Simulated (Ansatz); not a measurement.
The same molecule with X = S, Se, Te. Ansatz, PBE0-D4/def2-TZVP geometries, multiplicity 1. Each molecule was computed in one conformer, which needn't be the lowest.

Elements past krypton have def2 core potentials. Scalar relativity is left out up to krypton.

| X | molecule | mean X–C bond length / Å | mean X–H bond length / Å | HOMO–LUMO gap (PBE/def2-TZVPP) / eV | ideal-gas entropy at 298 K and 1 bar (rigid rotor, harmonic PBE0-D4/def2-TZVP) / J/(mol·K) | size of the dipole moment (PBE/def2-TZVPP) / D |
| --- | --- | --- | --- | --- | --- | --- |
| Se | `NC[SeH]` | 1.960 | 1.469 | 4.63 | 302 | 2.37 |
| Te | `NC[TeH]` | 2.168 | 1.660 | 3.57 | 310 | 2.27 |

Give the row for X = S, `NCS`. (An estimate is asked.)

The calculation gave: 
```tsv
X	molecule	mean X–C bond length / Å	mean X–H bond length / Å	HOMO–LUMO gap (PBE/def2-TZVPP) / eV	ideal-gas entropy at 298 K and 1 bar (rigid rotor, harmonic PBE0-D4/def2-TZVP) / J/(mol·K)	size of the dipole moment (PBE/def2-TZVPP) / D
S	`NCS`	1.811	1.342	5.16	285	2.49
```

From S to Te the mean X–C bond length rises at each step, by 0.357 Å in all; the mean X–H bond length rises at each step, by 0.318 Å in all; the HOMO–LUMO gap (PBE/def2-TZVPP) falls at each step, by 1.59 eV in all; the ideal-gas entropy at 298 K and 1 bar (rigid rotor, harmonic PBE0-D4/def2-TZVP) rises at each step, by 25 J/(mol·K) in all. Bonds lengthen as the atom grows down the group. Dipoles are sizes alone, and their direction can turn along the series.

Spin–orbit coupling is left out; it splits and shifts lone-pair levels of the heavy atoms by tenths of an eV.
